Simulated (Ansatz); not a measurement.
`[F][AlH][SeH]` + NH₃ → `[NH2][AlH][SeH]` + H–F at 298.15 K and 1 bar (ligand exchange at the Al–F bond).

Calculated with Ansatz (gas phase, PBE0-D4/def2-TZVP geometries, no zero-point term in ΔE). CBS: MP2 limit from def2 TZ/QZ plus the TZ coupled-cluster correction, frozen cores. This one scheme is used for every species. For Se outer-core shells are correlated without core-valence functions, which leaves a few kJ/mol of doubt a bond. Scalar relativity is left out up to krypton. Each species was taken in one conformer, which may not be the lowest.

| species | CCSD(T)/CBS energy (Eh) | H − E (kJ/mol) | S (J/(mol·K)) |
| --- | --- | --- | --- |
| `[F][AlH][SeH]` | -2743.83001 | 61.7 | 306.0 |
| NH₃ | -56.50880 | 100.5 | 192.4 |
| `[NH2][AlH][SeH]` | -2699.90849 | 125.0 | 320.1 |
| H–F | -100.39570 | 33.5 | 173.6 |

H − E and S are ideal-gas, rigid-rotor, harmonic terms from PBE0-D4/def2-TZVP, for one conformer and one mirror image of each species. 1 Eh = 2625.50 kJ/mol, R = 8.31446 J/(mol·K).

By hand: ΔE, ΔH, ΔS and ΔG.

ΔE = (-2699.90849) + (-100.39570) − (-2743.83001) − (-56.50880) = 0.03462 Eh = 90.9 kJ/mol. Δ(H − E) = 125.0 + 33.5 − 61.7 − 100.5 = -3.7, so ΔH = 87.2 kJ/mol. ΔS = 320.1 + 173.6 − 306.0 − 192.4 = -4.7 J/(mol·K). ΔG = 87.2 − 298.15 × (-4.7)/1000 = 88.6 kJ/mol.

By hand: the equilibrium constant, and the temperature at which ΔG would vanish if ΔH and ΔS stayed fixed.

log₁₀ K = −ΔG/(RT ln 10) = -15.5. ΔH and −TΔS have one sign here, so there is no such temperature.

The number of gas molecules stays the same, so ΔS is small and ΔH decides. A doubt of 5 kJ/mol in ΔE shifts log₁₀ K by 0.9 here. Other conformers and mirror images would add mixing entropy, several J/(mol·K) or more a flexible species. These are equilibria of isolated gas molecules and say nothing of rates. Largest T1 diagnostic: 0.011 (customary marks: 0.02 for closed shells, 0.045 for open ones).

ΔS is within the doubt of such terms, so its sign, and with it that verdict, could turn.
